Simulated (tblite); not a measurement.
Compound: C₃H₁₂ClNSi₄.
Atom-mapped SMILES: `[CH:1]#[C:2][Si@@H:3]([SiH2:4][Cl:5])[Si@@H:6]([SiH3:7])[NH:8][CH3:9]` (hydrogens: H10 on C1; H11 on Si3; H12, H13 on Si4; H14 on Si6; H15, H16, H17 on Si7; H18 on N8; H19, H20, H21 on C9)

Computed with GFN2-xTB (tblite), gas phase: L-BFGS steps from a force-field or distance-geometry start until the largest atomic force falls under 0.01 eV/Å.

Step 0: E = -730.6144 eV
```
atom  x, y, z in Å  |  force x, y, z in eV/Å
C1     -2.8315    3.0643    0.3648   -0.120   0.113   0.048
C2     -2.3373    1.9596    0.3847   -0.537   0.955   0.094
Si3    -1.5808    0.2933    0.4692   -1.325  -0.015   0.574
Si4    -2.4601   -1.0410   -1.0994   -1.148  -0.980   0.170
Cl5    -2.2975   -3.0192   -0.3949   -0.042   0.860  -0.515
Si6     0.6110    0.3789    0.4462    1.814   0.511  -0.923
Si7     1.3566   -1.1138    1.9552   -0.206  -0.673   0.399
N8      1.3687   -0.0739   -1.0984   -0.252   0.503   0.173
C9      2.8143   -0.1770   -0.8692    0.086   1.284   0.098
H10    -3.2943    4.0354    0.3605    0.389  -0.709  -0.045
H11    -1.9752   -0.3297    1.7633    0.016   0.356   0.008
H12    -1.8216   -0.8174   -2.3713    0.000  -0.270  -0.446
H13    -3.9234   -0.7443   -1.1286    0.418  -0.321  -0.314
H14     1.1695    1.7022    0.8393   -0.096   0.101  -0.053
H15     2.1132   -0.3655    2.9498    0.139  -0.259   0.269
H16     2.1795   -2.1100    1.2676    0.031  -0.209   0.405
H17     0.1607   -1.7906    2.5264    0.502   0.093   0.064
H18     1.1887    0.5941   -1.8758    0.206  -0.779   0.729
H19     3.3855   -0.1744   -1.8058   -0.244  -0.351   0.251
H20     3.0836   -1.0106   -0.2051   -0.224   0.248  -0.729
H21     3.0814    0.7567   -0.3245    0.594  -0.459  -0.256
```

**Question.** Estimate the geometry and energy of step 1. (The exact step hangs on the optimiser's Hessian estimate; all steps are aligned on step 0, rigid shifts and turns removed.)

**Answer.** E = -730.7998 eV, largest force 1.112 eV/Å
```
atom  x, y, z in Å  |  force x, y, z in eV/Å
C1     -2.8332    3.0659    0.3655   -0.505   0.990   0.026
C2     -2.3449    1.9732    0.3860    0.114  -0.549   0.139
Si3    -1.5997    0.2931    0.4774   -0.403   0.160   0.218
Si4    -2.4765   -1.0550   -1.0970   -0.626  -0.602  -0.012
Cl5    -2.2981   -3.0069   -0.4023   -0.043   0.625  -0.440
Si6     0.6370    0.3862    0.4330    0.451   0.264  -0.303
Si7     1.3536   -1.1234    1.9609   -0.063  -0.303   0.191
N8      1.3651   -0.0667   -1.0959    0.258   0.142   0.258
C9      2.8155   -0.1587   -0.8678   -0.056   0.481  -0.072
H10    -3.2887    4.0253    0.3599    0.189  -0.271  -0.050
H11    -1.9750   -0.3246    1.7634   -0.042   0.285   0.184
H12    -1.8216   -0.8213   -2.3777   -0.141  -0.311  -0.156
H13    -3.9174   -0.7489   -1.1331    0.114  -0.292  -0.333
H14     1.1681    1.7036    0.8385   -0.004   0.245  -0.018
H15     2.1152   -0.3692    2.9537    0.094  -0.304   0.226
H16     2.1800   -2.1130    1.2734    0.063  -0.255   0.383
H17     0.1678   -1.7893    2.5273    0.321   0.002   0.135
H18     1.1917    0.5829   -1.8654    0.042  -0.385   0.228
H19     3.3820   -0.1795   -1.8022   -0.188  -0.253   0.117
H20     3.0804   -1.0070   -0.2155   -0.230   0.320  -0.687
H21     3.0899    0.7502   -0.3281    0.657   0.012  -0.033
```

The energy changes by -0.1854 eV. The first-order estimate −F·Δx gives -0.2643 eV and the mean of the old and new forces, exact on a quadratic surface, -0.1858 eV. The step makes an angle of 0° with the force vector and moves no atom by more than 0.030 Å.

What follows is the cost of the whole relaxation. Hardware: one thread of an Arm Neoverse N1, shared host with 64 logical CPUs at a one-minute load of 56. Cost: 4.5 s of wall time.
